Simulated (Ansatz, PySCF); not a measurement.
4H-1,3,5-oxadiazine (C3H4N2O), SMILES C1=NCN=CO1.

Geometry optimised at PBE0-D3(BJ)/def2-SVP. One conformer was computed; it need not be the lowest.

Vertical ionisation energy (IE) and electron affinity (EA) in eV. Rows of orbital energies are one-electron estimates. Where ΔSCF, EOM or ADC give a negative EA the extra electron is unbound and the value depends on the basis.

```
level                                                                       IE     EA
------------------------------------------------------------------------  ----  -----
−ε(HOMO), −ε(LUMO), ωB97X/def2-TZVP (PySCF)                                [?]    [?]
−ε(HOMO), −ε(LUMO), PBE/def2-TZVP (PySCF)                                 6.01   1.91
ΔSCF, CAM-B3LYP/def2-SVPD (Ansatz), final states of multiplicity 2 and 2  9.96  -1.17
ΔSCF, PBE/def2-SVPD (Ansatz), final states of multiplicity 2 and 2        9.40  -0.97
```

Question: Some entries are withheld; supply them. (Estimate from the structure and the level; the computed values follow.)

Answer: 
- −ε(HOMO), −ε(LUMO), ωB97X/def2-TZVP (PySCF), IE: 9.89
- −ε(HOMO), −ε(LUMO), ωB97X/def2-TZVP (PySCF), EA: -1.53

Question: What vertical singlet–triplet gap does ΔSCF give with CAM-B3LYP/def2-SVPD (Ansatz, a program for electronic structure) and with PBE/def2-SVPD (Ansatz)? (The exact figures need the calculation; the answer reports its results.)

Answer: 4.56 and 3.94 eV (triplet above singlet where positive).
